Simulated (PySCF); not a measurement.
**Interval between two levels of Lu⁺ by level of theory**

Lu⁺ [Xe] 4f14 6s2 → Lu⁺ [Xe] 4f14 6s1 6p1 [3P2, M_J = 2], as a difference of total energies. Computed with PySCF 2.14 in x2c-SVPall-2c with one added diffuse shell each of s, p, d type (8s11p10d2f1g, 114 functions), with the two-component X2C-1e Hamiltonian. Correlated levels: [Ar] 3d10 frozen; the 6 highest virtual spinors dropped. "Screened" scales the spin-orbit matrix elements by Boettger's factors to mimic the two-electron term; Breit and QED terms are absent.

```csv
method,interval between two levels (cm⁻¹)
GHF (screened spin-orbit),23701
GMP2 (screened spin-orbit),31397
```

Errors of the correlated levels include the incompleteness of this basis and the frozen core.

The labels give the starting determinants; with spin-orbit coupling the two ends relaxed to ⟨J²⟩ = 0.00, ⟨L²⟩ = 0.11, ⟨S²⟩ = 0.11 and ⟨J²⟩ = 6.03, ⟨L²⟩ = 2.14, ⟨S²⟩ = 2.11.

For comparison: 32453 cm⁻¹ (measured; NIST Handbook of Basic Atomic Spectroscopic Data (Sansonetti and Martin, J. Phys. Chem. Ref. Data 34, 1559 (2005))).
